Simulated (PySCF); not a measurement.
C4H2ClFSi.

```xyz
9

C      0.5294     1.5158    -2.5007
C      0.2051     0.9065    -1.5031
Si    -0.2687     0.0026     0.0000
F     -1.8699    -0.2076     0.0000
Cl     0.5966    -1.8440     0.0000
C      0.2051     0.9065     1.5031
C      0.5294     1.5158     2.5007
H      0.8167     2.0561    -3.3880
H      0.8167     2.0561     3.3880
```
Charge 0, spin multiplicity 1.

The structure is a stationary point at ωB97X-D3(BJ)/def2-SVP. The structure was generated by enumeration, and PubChem lists no compound with its InChIKey, so it may never have been made.

Method: PBE0/pcSseg-1 (PySCF). Non-relativistic, no solvent.

Give the absolute GIAO shielding of each atom: isotropic value and principal components (ppm). (Estimate from the structure and the level; the computed values follow.)


```tsv
atom	σ(iso)	σ11	σ22	σ33	span
C1	81.1	-1.1	0.3	244.0	245.1
C2	101.2	4.3	7.2	291.9	287.5
Si3	401.2	376.8	404.4	422.4	45.5
F4	301.1	257.1	298.3	348.0	91.0
Cl5	849.2	697.6	845.3	1004.7	307.1
C6	101.2	4.3	7.2	291.9	287.5
C7	81.1	-1.1	0.3	244.0	245.1
H8	28.7	23.8	23.9	38.3	14.4
H9	28.7	23.8	23.9	38.3	14.4
```
